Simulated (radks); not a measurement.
Task: The gadolinium ion Gd+, 63 electrons, occupied as [Xe] 4f7.5 5d0.5 6s1 (fractional occupations, a model configuration). Calculated with a radial shooting solver on a logarithmic mesh with Libxc functionals: Dirac Kohn-Sham, PBEsol, spin-unpolarised, spherical densities, finite nucleus; open shells fill j = l - 1/2 first; Fermi nuclear charge, rms radius 5.1569 fm. Some entries of the table are withheld. Estimate them.

orbital  occ.  eigenvalue (Ry)  <r^2> (bohr^2)
1s1/2       2        -3676.703       0.0006553
2s1/2       2        -606.9462         0.01022
2p1/2       2        -576.4488        0.007420
2p3/2       4        -525.3359        0.008654
3s1/2       2        -134.6323         0.06821
3p1/2       2        -121.3971         0.06353
3p3/2       4        -110.9137         0.07060
3d3/2       4              (1)         0.05635
3d5/2       6              (2)         0.05833
4s1/2       2        -27.23540          0.3459
4p1/2       2        -22.08459          0.3640
4p3/2       4        -19.75274          0.4031
4d3/2       4        -11.26278          0.4634
4d5/2       6        -10.84227          0.4790
5s1/2       2         -3.97444           2.034
5p1/2       2         -2.57474           2.598
5p3/2       4         -2.26391           2.948
4f5/2       6         -0.89703           1.063
4f7/2     1.5         -0.84376           1.106
6s1/2       1         -0.65848           15.58
5d3/2     0.5         -0.57929             (3)
5d5/2       0         -0.55869             (4)

Result: 
(1) 3d3/2 eigenvalue (Ry): -88.02006
(2) 3d5/2 eigenvalue (Ry): -85.73484
(3) 5d3/2 <r^2> (bohr^2): 8.305
(4) 5d5/2 <r^2> (bohr^2): 8.755
